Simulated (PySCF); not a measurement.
## Spin-rotation constants: `CCC#C/C=C\OC=O`, C₇H₈O₂

Geometry:
| atom | x (Å) | y (Å) | z (Å) |
| --- | --- | --- | --- |
| C1 | -2.711 | 1.004 | 0.104 |
| C2 | -2.594 | -0.509 | 0.293 |
| C3 | -1.209 | -0.925 | 0.332 |
| C4 | -0.045 | -1.231 | 0.358 |
| C5 | 1.307 | -1.614 | 0.382 |
| C6 | 2.328 | -0.761 | 0.291 |
| O7 | 2.119 | 0.598 | 0.172 |
| C8 | 3.173 | 1.392 | 0.039 |
| O9 | 4.322 | 1.064 | 0.001 |
| H10 | -3.757 | 1.300 | 0.072 |
| H11 | -2.225 | 1.527 | 0.925 |
| H12 | -2.234 | 1.308 | -0.825 |
| H13 | -3.097 | -1.029 | -0.528 |
| H14 | -3.079 | -0.808 | 1.228 |
| H15 | 1.514 | -2.671 | 0.477 |
| H16 | 3.365 | -1.067 | 0.301 |
| H17 | 2.816 | 2.432 | -0.032 |

The calculation used GIAO B97-2/pcSseg-1 magnetisability, rotational g tensor and spin-rotation constants, non-relativistic, gas phase in PySCF. Geometry: GFN2-xTB.

(1) Give the nuclear spin-rotation constants along the inertial axes (H = +C I·J) beside the isotropic shieldings.

Answers

(1) Rotational constants 3.5842, 0.6585, 0.5603 GHz. A star marks the isotopologue with that one atom substituted, in its own axes.
| atom | isotope | Caa (kHz) | Cbb (kHz) | Ccc (kHz) | mean (kHz) | σ (ppm) |
| --- | --- | --- | --- | --- | --- | --- |
| H10 | 1H | 0.006 | -0.058 | -0.063 | -0.039 | 30.6 |
| H11 | 1H | -0.276 | -0.062 | -0.014 | -0.117 | 30.4 |
| H12 | 1H | -0.274 | -0.062 | -0.013 | -0.117 | 30.4 |
| H13 | 1H | -0.245 | -0.063 | -0.008 | -0.106 | 29.2 |
| H14 | 1H | -0.247 | -0.064 | -0.007 | -0.106 | 29.2 |
| H15 | 1H | -0.399 | 0.057 | -0.062 | -0.135 | 26.5 |
| H16 | 1H | 0.201 | -0.026 | -0.059 | 0.039 | 23.9 |
| H17 | 1H | -0.337 | 0.057 | -0.046 | -0.108 | 23.7 |
| C1 | 13C* | 0.509 | 0.084 | 0.085 | 0.226 | 168.8 |
| C2 | 13C* | 0.500 | 0.092 | 0.080 | 0.224 | 168.8 |
| C3 | 13C* | 0.571 | 0.203 | 0.210 | 0.328 | 77.7 |
| C4 | 13C* | 0.318 | 0.191 | 0.183 | 0.231 | 108.4 |
| C5 | 13C* | 0.985 | 0.256 | 0.075 | 0.439 | 86.5 |
| C6 | 13C* | 1.348 | 0.300 | 0.102 | 0.583 | 39.2 |
| O7 | 17O* | -1.185 | -0.222 | -0.069 | -0.492 | 75.6 |
| C8 | 13C* | 1.189 | 0.305 | 0.146 | 0.547 | 27.8 |
| O9 | 17O* | -2.307 | -0.330 | -0.038 | -0.891 | -97.4 |

For the geometry as given, no vibrational averaging.
